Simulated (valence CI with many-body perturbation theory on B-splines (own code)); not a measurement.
# E1 transitions of As III

Calculated by configuration interaction combined with many-body perturbation theory (CI+MBPT): three valence electrons over a frozen Dirac-Fock core [Ar] 3d10, a basis of 11 s, 11 p, 9 d, 7 f, 5 g, 2 h, 1 i functions for each j, with the one-electron correlation potential Σ1 (screened to all orders), the two-electron term Σ2, the three-electron term Σ3, Breit, model QED; selected single and double excitations, second order for the rest, scaled by the run's own slope (own B-spline code, finite nucleus).

Against 13 measured levels this calculation errs by 202 cm⁻¹ on average and by 431 at most. These come from a selection out of Moore, Atomic Energy Levels, vol. II, NSRDS-NBS 35 (1971 reprint of NBS Circular 467, 1952), an old analysis. Levels without a partner in it may be off by more.

Lines 51 to 100 of 228 in falling wavelength, among levels below 192825 cm⁻¹, chosen from the strongest by gf and those to the six lowest levels. Wavelengths and rates use the calculated energies, so an error of 200 cm⁻¹ moves a line at 3285 Å by 0.66 % and its rate by three times that or more. Electric multipoles are in the length gauge, E1 and E2 with the static RPA response of the core. Weak lines are less certain than strong ones. Lines between different terms over intervals too small for the method are left out, as are lines whose strength nearly cancels. Where a level lies close to another of its J and parity, the split of strength between their lines is uncertain. The highest levels of a list are the least certain.

Names give the largest LS component (configuration and term), which can be under half, so a name can repeat, a term be missing and a line seem to break the LS rules; names also repeat where a configuration has a term twice. Letters in brackets count levels of one name in rising energy.

| λ vac (Å) | λ from measured levels | Upper | Lower | A (s⁻¹) | log gf | Branch % |
| --- | --- | --- | --- | --- | --- | --- |
| 3694 |  | 4s²7p ²P°_1/2 | 4s²5d ²D_3/2 | 5.15e+06 | -1.68 | 6.2 |
| 3285 | 3256 | 4s²6s ²S_1/2 | 4s²5p ²P°_3/2 | 3.14e+08 | 0.01 | 20.2 |
| 3209 | 3182 | 4s²6s ²S_1/2 | 4s²5p ²P°_1/2 | 1.59e+08 | -0.31 | 10.2 |
| 2999 | 2990 | 4s²5d ²D_3/2 | 4s²5p ²P°_3/2 | 8.06e+07 | -0.36 | 4.8 |
| 2991 | 2983 | 4s²5d ²D_5/2 | 4s²5p ²P°_3/2 | 4.84e+08 | 0.59 | 30.0 |
| 2936 | 2927 | 4s²5d ²D_3/2 | 4s²5p ²P°_1/2 | 4.14e+08 | 0.33 | 24.5 |
| 2164 |  | 4s²4f ²F°_7/2 | 4s²4d ²D_5/2 | 6.37e+08 | 0.55 | 53.5 |
| 2163 |  | 4s²4f ²F°_5/2 | 4s²4d ²D_5/2 | 4.28e+07 | -0.74 | 3.6 |
| 2160 | 2167 | 4s²5p ²P°_1/2 | 4s4p² ²D_3/2 | 1.18e+08 | -0.78 | 39.6 |
| 2159 |  | 4s²4f ²F°_5/2 | 4s²4d ²D_3/2 | 5.48e+08 | 0.36 | 46.2 |
| 2142 | 2148 | 4s²5p ²P°_3/2 | 4s4p² ²D_5/2 | 1.08e+08 | -0.53 | 34.0 |
| 2127 | 2133 | 4s²5p ²P°_3/2 | 4s4p² ²D_3/2 | 1.20e+07 | -1.49 | 3.8 |
| 2062 |  | 4s²4f ²F°_5/2 | 4s4p² ²P_3/2 | 5.47e+07 | -0.68 | 4.6 |
| 1951 |  | 4p³ ²D°_5/2 | 4s4p² ²P_3/2 | 1.12e+07 | -1.42 | 8.9 |
| 1913 |  | 4p³ ²D°_3/2 | 4s4p² ²P_1/2 | 8.49e+06 | -1.73 | 6.8 |
| 1822 |  | 4s²7s ²S_1/2 | 4s²5p ²P°_3/2 | 1.32e+08 | -0.88 | 15.4 |
| 1799 |  | 4s²7s ²S_1/2 | 4s²5p ²P°_1/2 | 6.77e+07 | -1.18 | 7.9 |
| 1782 |  | 4s²6d ²D_3/2 | 4s²5p ²P°_3/2 | 1.91e+07 | -1.44 | 3.0 |
| 1781 |  | 4s²6d ²D_5/2 | 4s²5p ²P°_3/2 | 1.14e+08 | -0.49 | 18.9 |
| 1760 |  | 4s²6d ²D_3/2 | 4s²5p ²P°_1/2 | 1.01e+08 | -0.73 | 15.9 |
| 1654 |  | 4s4p4d ⁴F°_7/2 | 4s²4d ²D_5/2 | 2.47e+06 | -2.09 | 4.0 |
| 1607 |  | 4s4p² ⁴P_1/2 | 4s²4p ²P°_3/2 | 6.12e+05 | -3.32 | 36.4 |
| 1577 |  | 4s4p² ⁴P_3/2 | 4s²4p ²P°_3/2 | 2.56e+05 | -3.42 | 93.8 |
| 1563 |  | 4s²5p ²P°_3/2 | 4s4p² ⁴P_5/2 | 6.88e+05 | -3.00 | 0.2 |
| 1539 |  | 4s²5p ²P°_1/2 | 4s4p² ⁴P_3/2 | 1.25e+05 | -4.05 | 0.0 |
| 1536 |  | 4s4p² ⁴P_5/2 | 4s²4p ²P°_3/2 | 7.62e+05 | -2.79 | 100.0 |
| 1535 |  | 4s4p² ⁴P_1/2 | 4s²4p ²P°_1/2 | 1.07e+06 | -3.12 | 63.6 |
| 1522 |  | 4s²6p ²P°_1/2 | 4s²5s ²S_1/2 | 1.26e+07 | -2.06 | 7.2 |
| 1522 |  | 4s²5p ²P°_3/2 | 4s4p² ⁴P_3/2 | 2.60e+03 | -5.44 | 0.0 |
| 1515 |  | 4s²6p ²P°_3/2 | 4s²5s ²S_1/2 | 8.74e+06 | -1.92 | 4.9 |
| 1512 |  | 4s²5p ²P°_1/2 | 4s4p² ⁴P_1/2 | 1.38e+03 | -6.03 | 0.0 |
| 1508 |  | 4s4p² ⁴P_3/2 | 4s²4p ²P°_1/2 | 1.69e+04 | -4.64 | 6.2 |
| 1496 |  | 4s²5p ²P°_3/2 | 4s4p² ⁴P_1/2 | 2.79e-02 | -10.43 | 0.0 |
| 1483 |  | 4p³ ²P°_1/2 | 4s²4d ²D_3/2 | 3.88e+07 | -1.59 | 13.4 |
| 1480 |  | 4p³ ²P°_3/2 | 4s²4d ²D_5/2 | 1.50e+07 | -1.71 | 1.9 |
| 1441 |  | 4s²5f ²F°_7/2 | 4s²4d ²D_5/2 | 2.82e+07 | -1.15 | 4.4 |
| 1440 |  | 4s²5f ²F°_5/2 [a] | 4s²4d ²D_3/2 | 1.10e+07 | -1.69 | 0.3 |
| 1438 |  | 4s²5f ²F°_5/2 [b] | 4s²4d ²D_3/2 | 1.58e+07 | -1.53 | 0.6 |
| 1437 |  | 4p³ ²P°_1/2 | 4s4p² ²P_3/2 | 9.76e+06 | -2.22 | 3.4 |
| 1424 |  | 4s4p5s ²P°_1/2 | 4s²4d ²D_3/2 | 7.60e+07 | -1.34 | 1.8 |
| 1414 |  | 4s4p4d ⁴D°_7/2 | 4s²4d ²D_5/2 | 3.39e+06 | -2.09 | 0.0 |
| 1396 |  | 4s4p5s ²P°_3/2 | 4s²4d ²D_5/2 | 1.43e+08 | -0.78 | 3.5 |
| 1394 |  | 4s²5f ²F°_5/2 [b] | 4s4p² ²P_3/2 | 4.65e+06 | -2.09 | 0.2 |
| 1394 |  | 4s4p5s ²P°_3/2 | 4s²4d ²D_3/2 | 5.84e+07 | -1.17 | 1.4 |
| 1390 |  | 4s4p4d ⁴P°_3/2 | 4s²4d ²D_5/2 | 1.22e+07 | -1.85 | 0.3 |
| 1388 |  | 4s4p4d ⁴P°_3/2 | 4s²4d ²D_3/2 | 6.91e+06 | -2.10 | 0.2 |
| 1382 |  | 4s4p5s ²P°_1/2 | 4s4p² ²P_3/2 | 1.58e+08 | -1.04 | 3.8 |
| 1354 |  | 4s4p5s ²P°_1/2 | 4s4p² ²P_1/2 | 1.95e+08 | -0.97 | 4.6 |
| 1353 |  | 4s4p5s ²P°_3/2 | 4s4p² ²P_3/2 | 1.84e+08 | -0.69 | 4.6 |
| 1347 |  | 4s4p4d ⁴P°_3/2 | 4s4p² ²P_3/2 | 1.95e+07 | -1.67 | 0.5 |

Task: How does gf follow from A for the line at 1822 Å?

Result: gf = 1.4992 × (2J+1)_upper × A / σ², with σ = 54878 cm⁻¹ and 2J+1 = 2: gf = 0.131.
